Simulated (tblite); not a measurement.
Species: C₄H₉ClGeO₃.
Numbering: `[CH3:1][CH2:2][O:3][CH2:4][O:5][C:6](=[O:7])[GeH2:8][Cl:9]` (hydrogens: H10, H11, H12 on C1; H13, H14 on C2; H15, H16 on C4; H17, H18 on Ge8)

Computed with GFN2-xTB (tblite), gas phase: L-BFGS steps from a force-field or distance-geometry start until the largest atomic force falls under 0.01 eV/Å.

Step 56: E = -867.3074 eV
```
atom  x, y, z in Å  |  force x, y, z in eV/Å
C1     -2.5408    0.1311   -1.0517    0.000   0.003  -0.020
C2     -1.8732    0.9350    0.0587   -0.008  -0.017   0.000
O3     -1.3119    0.1380    1.1018    0.006  -0.003   0.012
C4     -0.3513   -0.7621    0.7291   -0.008   0.011  -0.008
O5      0.8029   -0.0739    0.2036    0.014   0.003   0.018
C6      1.7596   -0.8161   -0.3310    0.003  -0.012  -0.003
O7      1.7450   -2.0132   -0.3993   -0.010   0.011  -0.008
Ge8     3.1949    0.4100   -1.0102   -0.002   0.022   0.020
Cl9     4.9200   -0.7154   -1.3461    0.010   0.004   0.008
H10    -3.1912   -0.6324   -0.6304   -0.003   0.027   0.003
H11    -1.8050   -0.3453   -1.6956    0.001  -0.021   0.002
H12    -3.1354    0.8025   -1.6638   -0.027   0.005  -0.005
H13    -1.1038    1.5934   -0.3636    0.013  -0.028   0.026
H14    -2.6123    1.5456    0.5808    0.001   0.004  -0.002
H15    -0.6897   -1.4777   -0.0366    0.020  -0.010   0.001
H16    -0.0539   -1.3105    1.6308   -0.015   0.020  -0.013
H17     2.7772    1.0790   -2.3029   -0.006  -0.002  -0.029
H18     3.4601    1.5180   -0.0146    0.010  -0.018  -0.002
```

Step 57: E = -867.3076 eV
```
atom  x, y, z in Å  |  force x, y, z in eV/Å
C1     -2.5422    0.1312   -1.0504   -0.003  -0.004  -0.028
C2     -1.8704    0.9352    0.0570   -0.004  -0.022   0.000
O3     -1.3108    0.1391    1.1015    0.005  -0.013   0.017
C4     -0.3515   -0.7629    0.7300   -0.003   0.008  -0.009
O5      0.8043   -0.0761    0.2058    0.011   0.002   0.020
C6      1.7593   -0.8181   -0.3324    0.005  -0.014   0.000
O7      1.7424   -2.0149   -0.4049   -0.006   0.018  -0.010
Ge8     3.1952    0.4107   -1.0080   -0.023   0.021  -0.002
Cl9     4.9230   -0.7096   -1.3448    0.013   0.002   0.010
H10    -3.1937   -0.6308   -0.6287   -0.011   0.027   0.019
H11    -1.8098   -0.3487   -1.6950    0.015  -0.021  -0.003
H12    -3.1358    0.8027   -1.6628   -0.033   0.013  -0.009
H13    -1.0980    1.5879   -0.3680    0.016  -0.016   0.020
H14    -2.6056    1.5513    0.5781   -0.002   0.003  -0.002
H15    -0.6900   -1.4787   -0.0355    0.019  -0.004  -0.001
H16    -0.0562   -1.3120    1.6320   -0.012   0.025  -0.011
H17     2.7762    1.0798   -2.3019   -0.001  -0.009  -0.017
H18     3.4548    1.5202   -0.0134    0.014  -0.016   0.006
```

Step 58: E = -867.3079 eV
```
atom  x, y, z in Å  |  force x, y, z in eV/Å
C1     -2.5438    0.1312   -1.0492   -0.007  -0.008  -0.029
C2     -1.8671    0.9351    0.0553    0.002  -0.020  -0.002
O3     -1.3097    0.1401    1.1015   -0.003  -0.023   0.013
C4     -0.3519   -0.7638    0.7309    0.005   0.003  -0.006
O5      0.8062   -0.0786    0.2090    0.007   0.002   0.020
C6      1.7590   -0.8199   -0.3339    0.005  -0.009   0.005
O7      1.7396   -2.0163   -0.4120   -0.002   0.019  -0.013
Ge8     3.1951    0.4122   -1.0056   -0.040   0.012  -0.030
Cl9     4.9260   -0.7037   -1.3427    0.011   0.004   0.013
H10    -3.1969   -0.6282   -0.6261   -0.019   0.022   0.032
H11    -1.8149   -0.3534   -1.6940    0.022  -0.016  -0.006
H12    -3.1367    0.8029   -1.6618   -0.031   0.018  -0.012
H13    -1.0908    1.5808   -0.3725    0.018  -0.002   0.012
H14    -2.5977    1.5578    0.5749   -0.004  -0.002  -0.003
H15    -0.6900   -1.4797   -0.0346    0.017   0.003  -0.007
H16    -0.0595   -1.3138    1.6330   -0.005   0.023  -0.003
H17     2.7751    1.0807   -2.3012    0.005  -0.018  -0.001
H18     3.4494    1.5231   -0.0122    0.018  -0.010   0.016
```

**Question.** Estimate the geometry and energy of step 59. (The exact step hangs on the optimiser's Hessian estimate; all steps are aligned on step 58, rigid shifts and turns removed.)

**Answer.** E = -867.3083 eV, largest force 0.070 eV/Å
```
atom  x, y, z in Å  |  force x, y, z in eV/Å
C1     -2.5458    0.1309   -1.0484   -0.010  -0.009  -0.020
C2     -1.8634    0.9344    0.0534    0.008  -0.011  -0.005
O3     -1.3089    0.1403    1.1018   -0.017  -0.029   0.000
C4     -0.3524   -0.7649    0.7320    0.013  -0.004   0.000
O5      0.8087   -0.0811    0.2143    0.002   0.002   0.018
C6      1.7588   -0.8211   -0.3352    0.003   0.002   0.009
O7      1.7367   -2.0168   -0.4212    0.000   0.017  -0.016
Ge8     3.1946    0.4149   -1.0031   -0.045  -0.003  -0.054
Cl9     4.9282   -0.6988   -1.3391    0.004   0.011   0.016
H10    -3.2016   -0.6242   -0.6226   -0.025   0.016   0.040
H11    -1.8204   -0.3599   -1.6926    0.020  -0.007  -0.008
H12    -3.1378    0.8035   -1.6612   -0.019   0.017  -0.012
H13    -1.0821    1.5718   -0.3772    0.015   0.011   0.005
H14    -2.5887    1.5651    0.5711   -0.002  -0.010  -0.007
H15    -0.6894   -1.4806   -0.0342    0.014   0.011  -0.015
H16    -0.0642   -1.3165    1.6339    0.007   0.017   0.012
H17     2.7743    1.0817   -2.3011    0.009  -0.025   0.011
H18     3.4449    1.5275   -0.0119    0.020  -0.006   0.025
```

The energy changes by -0.0004 eV. The first-order estimate −F·Δx gives -0.0005 eV and the mean of the old and new forces, exact on a quadratic surface, -0.0004 eV. The step makes an angle of 80° with the force vector and moves no atom by more than 0.013 Å.

What follows is the cost of the whole relaxation. Time: 1.9 s wall. Hardware: an Intel Xeon Platinum 8488C with one thread, shared host.
